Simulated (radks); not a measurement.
The numbers below are computed, except where a source is named.
Ionisation of Zn, [Ar] 3d10 4s2, to Zn+, [Ar] 3d10 4s1, under several functionals. Scalar-relativistic Kohn-Sham, spin-polarised, spherical densities, finite nucleus; open shells are filled with parallel spins first; a radial shooting solver on a logarithmic mesh with Libxc functionals.

functional         E(Zn) (hartree)  Exc (hartree)  IE (eV)  -e(HOMO) (eV)  <r> HOMO (bohr)  IE error (eV)
PBEsol                 -1794.59208      -70.06709    9.561          5.998            2.642         +0.167
BP86                   -1796.55136      -72.05943    9.765          6.161            2.639         +0.371
exchange-only LDA      -1790.65587      -66.04842    8.667          5.192            2.686         -0.727
exchange-only PBE      -1794.61247      -70.07169    8.901          5.314            2.713         -0.494
PW91                   -1796.43946      -71.95097    9.655          6.046            2.648         +0.261
OLYP                   -1796.77829      -72.36463    9.224          5.639            2.691         -0.170

NIST Atomic Spectra Database: 9.394 eV (measured). Closest: PBEsol. The Delta-SCF values span 1.10 eV, the total energies 6.12 hartree. The highest occupied level is 4s.
